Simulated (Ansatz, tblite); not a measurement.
Isomers of Al5As5⁻ (doublet), found by a short tight-binding search and relaxed with r2SCAN-D4/def2-SVP in Ansatz.

The xTB rows come from tblite.

Other spin states weren't relaxed.

A:

```xyz
10

Al    1.984   -1.265   -0.793
Al    1.884    1.170    0.734
Al   -0.764   -1.848   -1.407
Al   -2.298    0.307   -0.299
Al   -0.738    1.533    1.667
As   -2.577   -0.802   -2.337
As    0.933   -3.320   -0.847
As    3.388    0.540   -0.938
As    1.246    2.209    2.685
As   -3.059    1.477    1.537
```

B:

```xyz
10

Al    0.613    1.738   -1.682
Al   -1.496    1.679    0.294
Al    1.788   -0.881   -1.504
Al   -1.065   -0.326    2.183
Al    0.253   -2.181    0.570
As    2.845    1.150   -1.826
As   -2.180    1.689    2.500
As   -0.274   -2.424    2.804
As   -1.502    2.590   -1.865
As    1.018   -3.035   -1.474
```

Task: Estimate which lies lowest at each level, and how far above it the others are (eV).

Result: 
```tsv
level	A	B
GFN1-xTB	0.04	0.00
GFN2-xTB	0.00	0.00
PBE-D4/def2-SVP	0.00	0.00
r2SCAN-D4/def2-SVP	0.00	0.00
PBE0-D4/def2-SVP	0.00	0.00
```
Point groups (tolerance 0.1 Å): A not assigned, B not assigned. A and B have the same bonds, so they are conformers or stereoisomers. Lower isomers may exist.
